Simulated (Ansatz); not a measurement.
Species: sum formula Si2H3F3, net charge 0, singlet state. 
Geometry from a B3LYP-D3(BJ)/def2-TZVP (Ansatz, a first-principles code) optimisation:
SMILES: [SiH2]([SiH](F)F)F
```xyz
8

F     -1.8125    -1.5016     0.5221
Si    -1.4275    -0.0227     0.0132
Si     0.9017     0.0560    -0.3318
F      1.2524     1.4963    -0.9345
F      1.6590    -0.0713     1.0694
H     -1.8508     0.9539     1.0401
H     -2.1489     0.2302    -1.2541
H      1.4702    -0.9610    -1.2376
```
Charge 0, spin multiplicity 1.

Basis-set convergence of Hartree-Fock and MP2 correlation energies (hartree) with Ansatz. Correlated levels leave the core frozen unless marked. Spin-orbit coupling is left out. Non-relativistic.

```csv
basis,functions,E(HF),"E(corr, MP2)"
aug-cc-pV(D+d)Z,160,-878.16545,-0.81063
aug-cc-pV(T+d)Z,317,-878.28341,-1.01404
aug-cc-pV(Q+d)Z,556,-878.31371,-1.09131
```

Extrapolating the two largest sets (X = 3 and 4) as X^-3: E(corr) = (64·(-1.09131) - 27·(-1.01404))/37 = -1.1477 Eh, an estimate of the basis-set limit. The largest set recovers 95.1 % of it, the smallest 70.6 %.
